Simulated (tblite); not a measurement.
Isomers of C5H7OPS. All values are computed: GFN2-xTB (tblite) harmonic vibrations without scaling, gas phase. The method is semi-empirical: single wavenumbers can be off by several per cent or more. Modes of hydrogen on phosphorus can be 10 to 20 % off. One conformer each.

Electronic energies: GFN2-xTB at the same geometries; isomer energies are rough at this level and their order can be wrong.

| SMILES | electronic energy, lowest = 0 (kJ/mol) |
| --- | --- |
| C[P@@H](=O)c1ccsc1 | 0.0 |
| CSc1coc(C)p1 | 138.7 |
| COc1pcc(C)s1 | 155.9 |
| CSc1occ(C)p1 | 143.7 |

**Question.** How do GFN2-xTB zero-point energies change the relative energies?

**Answer.** 
| SMILES | ZPE (kJ/mol) | of it from modes above 1550 cm⁻¹ | electronic (kJ/mol) | with ZPE, lowest = 0 (kJ/mol) | lowest mode (cm⁻¹) | rings |
| --- | --- | --- | --- | --- | --- | --- |
| C[P@@H](=O)c1ccsc1 | 277.3 | 124.2 | 0.0 | 0.0 | 46 | 1 |
| CSc1coc(C)p1 | 283.5 | 127.2 | 138.7 | 145.0 | 47 | 1 |
| CSc1occ(C)p1 | 283.7 | 136.9 | 143.7 | 150.2 | 39 | 1 |
| COc1pcc(C)s1 | 283.9 | 135.2 | 155.9 | 162.5 | 70 | 1 |

The zero-point energies span 6.6 kJ/mol, from `C[P@@H](=O)c1ccsc1` to `COc1pcc(C)s1`. The order is unchanged.

**Question.** What do entropy and thermal enthalpy add at 298.15 K and 1 bar (rigid rotor, harmonic oscillator, one conformer each)?

**Answer.** 
| SMILES | point group | symmetry number | S (J/(mol K)) | H − H(0) (kJ/mol) | ZPE + H − H(0) − TS (kJ/mol) |
| --- | --- | --- | --- | --- | --- |
| C[P@@H](=O)c1ccsc1 | C1 | 1 | 391.3 | 25.60 | 186.2 |
| CSc1coc(C)p1 | Cs | 1 | 400.6 | 26.89 | 191.0 |
| CSc1occ(C)p1 | Cs | 1 | 406.8 | 27.26 | 189.7 |
| COc1pcc(C)s1 | Cs | 1 | 397.1 | 26.80 | 192.3 |
